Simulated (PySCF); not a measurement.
Gas-phase reaction: 5 GeF₂ + 2 GeH₃F ⇌ 4 GeF₃ + 3 GeH₂, at 1400 K and a standard pressure of 1 bar. Level: LDA/def2-TZVP†.

Method: PySCF energies plus ideal-gas RRHO corrections (1 bar). † marks an energy on the PBE0/def2-TZVP geometry and frequencies. Open shells (unrestricted): GeF₃ (multiplicity 2); the rest are closed-shell singlets. Ge: all electrons, no relativistic terms. GeF₃, GeH₂: computed as isolated molecules; such fragments, hydroxides, amides, oligomers or adducts are transient or little studied in the gas. The harmonic model lacks anharmonicity and excited electronic states, which grow with temperature; levels with a mode under 35 cm⁻¹ are left out.

```tsv
species	E (Ha)	H(1400 K) − E (kJ/mol)	S°(1400 K) (J/mol/K)
GeF₂	-2272.46398	82.5	354.9
GeH₃F	-2174.90257	168.5	370.1
GeF₃	-2371.71833	118.1	418.1
GeH₂	-2074.96645	89.5	288.0
```
E: electronic energy; H − E holds the zero-point and thermal terms. 1 Ha = 2625.5 kJ/mol.

Q: Work out ΔH°, ΔS°, ΔG° and log10 K from these numbers.

A: 1. ΔE = 4×(-2371.71833) + 3×(-2074.96645) − 5×(-2272.46398) − 2×(-2174.90257) = 0.35237 Ha = 925.1 kJ.
2. Δ(H − E) = 4×(118.1) + 3×(89.5) − 5×(82.5) − 2×(168.5) = -8.6 kJ, so ΔH° = 916.5 kJ.
3. ΔS° = 4×(418.1) + 3×(288.0) − 5×(354.9) − 2×(370.1) = 21.7 J/K; the number of gas molecules stays the same.
4. ΔG° = ΔH° − TΔS° = 916.5 − 1400×(21.7)/1000 = 886.1 kJ.
5. log10 K = −ΔG°/(RT ln 10) = -33.06, with RT ln 10 = 26.80 kJ/mol; at standard pressures the reactants are favoured.
6. A shift of 10 kJ in ΔE would move log10 K by 0.37 here.
For scale, ΔH°(298 K) is 905 kJ at this level, 876 kJ at ωB97M-V/def2-TZVP†, and runs from 668 to 1203 kJ over the 20 levels computed.
